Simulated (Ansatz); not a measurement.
Molecule: SiN, charge 0, multiplicity 2. 
Coordinates optimised at B3LYP-D3(BJ)/def2-TZVP (Ansatz, a quantum-chemistry and plane-wave program):
SMILES: N#[Si]
```xyz
2

Si     0.0000     0.0000    -0.5225
N      0.0000     0.0000     1.0450
```
Charge 0, spin multiplicity 2.

Basis-set convergence of Hartree-Fock and CCSD correlation energies (hartree) with Ansatz. Valence correlation only, unless marked. UHF or UKS for open shells. No spin-orbit coupling. Non-relativistic.

The UHF reference is spin-contaminated (<S^2> 0.42 over the pure value in the largest basis). The T1 diagnostic of CCSD in the largest basis is 0.079, which is high, so the coupled-cluster rows are less sure than usual.

```csv
basis,functions,E(HF),"E(corr, CCSD)"
aug-cc-pV(D+d)Z,55,-343.28233,-0.24770
aug-cc-pV(T+d)Z,101,?,?
```

Problem. Fill in the missing entries.

Solution. 
- aug-cc-pV(T+d)Z, E(HF): -343.30567
- aug-cc-pV(T+d)Z, E(corr, CCSD): -0.28544
